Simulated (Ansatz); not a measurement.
Zr2O2⁺. The state is a doublet with charge 1. Geometry relaxed at r2SCAN-D4/def2-TZVP.

Cartesian coordinates in Å:
```
Zr 1.0297 0.5575 -0.6405
Zr -0.7021 -0.8505 0.8333
O -0.3303 -0.7020 -1.1022
O 0.0026 0.9949 0.9093
```

In the def2 sets Zr takes a core potential; there is no spin–orbit coupling. The charge 1 doublet is spin-contaminated (final ⟨S²⟩ up to 1.29, 0.75 for a pure state). The structure comes from a short search, and lower isomers may exist.

(1) Estimate the harmonic wavenumbers at UKS r2SCAN-D4/def2-TZVP (Ansatz, unscaled). Is this a minimum?

Answers

(1) 161, 328, 343, 526, 699, 726 cm⁻¹. Yes, no mode is imaginary beyond noise. Zero-point energy 16.6 kJ/mol. It took 2.7 min on 2 threads of Arm Neoverse V1 on a shared host.
